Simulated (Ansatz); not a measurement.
Basis-set extrapolation for `[AlH2][O][SiH2][AlH2]` (PBE0-D4/def2-TZVP geometry, frozen core, Ansatz). Multiplicity 1, RHF reference.

|  | def2-TZVPP | def2-QZVPP |
| --- | --- | --- |
| HF | -851.259330 | -851.287151 |
| MP2 correlation | -0.515697 | -0.556133 |
| CCSD(T) correlation | -0.585429 | not run |

Energies in hartree. Use E(X) = E(∞) + A·exp(−7.88·√X) for Hartree–Fock and E(X) = E(∞) + B·X^(−2.97) for correlation, with X = 3 and 4, and add CCSD(T) minus MP2 of the smaller set to the MP2 limit.

What is the CCSD(T) energy at the basis-set limit?

HF limit: -851.287151 + (-0.027821) × 0.13774 = -851.29098. MP2 limit: -0.556133 + (-0.040436) × 0.74074 = -0.58609. Higher-order term: -0.585429 − (-0.515697) = -0.06973. Total: -851.94680 hartree, 64.0 kcal/mol below CCSD(T)/def2-TZVPP.
